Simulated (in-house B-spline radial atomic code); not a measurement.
**The technetium ion Tc⁺: [Kr] (4d3/2)4 (4d5/2)1 (7g9/2)1 (an excited or competing configuration)**

Level of theory: Dirac-Hartree-Fock, average of the jj configuration, Fermi nucleus of rms radius 4.41117 fm; calculated with an all-electron radial atomic-structure program (B-spline basis).

Screening seen three ways: the hydrogenic charge with the same mean radius, Z_r = [3n² - l(l+1)]/(2<r>), the one with the same energy, Z_e = n√(-2ε), and Slater's rules. Values are occupation-weighted means over j. An effective charge above Z reflects the relativistic contraction of the inner shells.

| shell | electrons | ε (eV) | <r> (bohr) | Z_r | Z_e | Slater |
| --- | --- | --- | --- | --- | --- | --- |
| 1s | 2 | -21190 | 0.03427 | 43.77 | 39.46 | 42.70 |
| 2s | 2 | -3113.3 | 0.1489 | 40.28 | 30.25 | 38.85 |
| 2p | 6 | -2782.9 | 0.1303 | 38.38 | 28.60 | 38.85 |
| 3s | 2 | -588.3 | 0.4126 | 32.72 | 19.73 | 31.75 |
| 3p | 6 | -476.61 | 0.4139 | 30.20 | 17.76 | 31.75 |
| 3d | 10 | -295.23 | 0.3978 | 26.39 | 13.97 | 21.85 |
| 4s | 2 | -104.92 | 1.066 | 22.51 | 11.11 | 15.25 |
| 4p | 6 | -71.467 | 1.177 | 19.53 | 9.17 | 15.25 |
| 4d | 5 | -27.326 | 1.602 | 13.11 | 5.67 | 5.60 |
| 7g | 1 | -1.1108 | 31.74 | 2.00 | 2.00 | - |

The least bound orbital is 7g9/2 at -1.111 eV, and it is also the most diffuse (<r> = 31.74 bohr).

For the 1s electron the small component carries 2.46 % of the norm, the zero-frequency Breit interaction raises the level by 41.73 eV, self-energy by 22.92 eV, and vacuum polarisation lowers it by 2.692 eV.

The density falls to 0.001 bohr⁻³ at 3.507 bohr; Σ<r²> = 1169.8 bohr² gives, by the non-relativistic formula and without the paramagnetism of open shells, a Langevin diamagnetic susceptibility of -926.4×10⁻⁶ cm³/mol.
